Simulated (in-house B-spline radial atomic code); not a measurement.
A fraction x of an electron is removed from 3p in neutral sulfur, starting from [Ne] 3s2 3p4 and keeping the highest spin. Computed with a radial B-spline atomic code at the basis-set limit: non-relativistic PBEsol, spin-polarised, spherical fractional occupations, point nucleus.

```
   x  E(x) - E(0) (eV)  3p down level (eV)
   0            0.0000              -5.978
0.03            0.1830              -6.222
0.15            0.9887              -7.210
0.36            2.6880              -8.983
0.46            3.6293              -9.844
 0.5            4.0300             -10.191
0.57            4.7648             -10.803
0.69            6.1245             -11.860
0.81            7.6116             -12.928
0.89            8.6745             -13.644
   1           10.2297                   -
```

The exact functional would give a straight line between the two integer points. Deviations E(x) - E(0) - x[E(1) - E(0)], in eV: -0.124 at x = 0.03, -0.546 at x = 0.15, -0.995 at x = 0.36, -1.076 at x = 0.46, -1.085 at x = 0.5, -1.066 at x = 0.57, -0.934 at x = 0.69, -0.674 at x = 0.81, -0.43 at x = 0.89.

The curve lies below the straight line by up to 1.085 eV (at x = 0.5): convex, the delocalisation error that favours fractional charges.

Problem. How well does Slater's transition state (minus the level at half occupation) give the ionisation energy?

Solution. It gives 10.191 eV against 10.230 eV from the two total energies; NIST lists 10.36 eV, ground level to ground level.
